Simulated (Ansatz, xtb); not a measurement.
Breaking the Si1–Cl2 bond in ClH3Si (SMILES [SiH3]Cl) (multiplicity 1 held, fragments rigid). Energies count from the point at 2.066 Å.
Geometry at that point (charge 0, multiplicity 1):
```xyz
5

Si    -0.991    -0.034    -0.027
Cl     1.073     0.037     0.029
H     -1.397    -1.012    -1.055
H     -1.496     1.310    -0.365
H     -1.481    -0.450     1.302
```

R- and RO- levels are restricted; in cc, def2 and unpolarised 6-31G sets they are followed outwards from rest. Unrestricted levels (U-) break spin symmetry where that is lower. Curves can end on different states.

Correlated levels freeze the cores.

Codes used: Ansatz (a program for electronic structure) with Gaussian orbitals; xtb for the GFN methods. Values without a source in brackets are computed. The GFN methods have no spin term and hold the electronic entropy of 300 K.

Question: One of these levels gives 102.02 kcal/mol for the energy at R = 6.612 Å. Which one is it?
A. R-SCS-MP2/cc-pV(D+d)Z
B. GFN2-xTB
C. R-HF/cc-pV(D+d)Z
D. U-SCS-MP2/cc-pV(D+d)Z

Answer: D, U-SCS-MP2/cc-pV(D+d)Z. The others give 91.77 (GFN2-xTB), 169.00 (R-HF/cc-pV(D+d)Z), 121.81 (R-SCS-MP2/cc-pV(D+d)Z)

Doubts at one or more of the structures used: a restricted determinant that unrestricted orbitals would lower (R-HF/cc-pV(D+d)Z, R-SCS-MP2/cc-pV(D+d)Z); a spin-contaminated determinant (U-SCS-MP2/cc-pV(D+d)Z).
